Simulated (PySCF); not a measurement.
NS, multiplicity 2. Atoms are numbered in the order given.

```xyz
2

N      0.0000     0.0000    -1.0368
S      0.0000     0.0000     0.4536
```
Charge 0, spin multiplicity 2.

Geometry optimised at B3LYP-D3(BJ)/def2-TZVPD.

The numbers are results of CAM-B3LYP/def2-TZVPD run with PySCF, not measurements.

```json
{
  "total_energy": "-452.88842 hartree",
  "point_group": "C∞v",
  "α spin, highest occupied and lowest empty level": "-7.79 and -2.45 eV",
  "β spin, highest occupied and lowest empty level": "-11.49 and -2.09 eV",
  "dipole_moment": "1.87 D",
  "⟨S²⟩": "0.760 (pure state 0.75)"
}
```
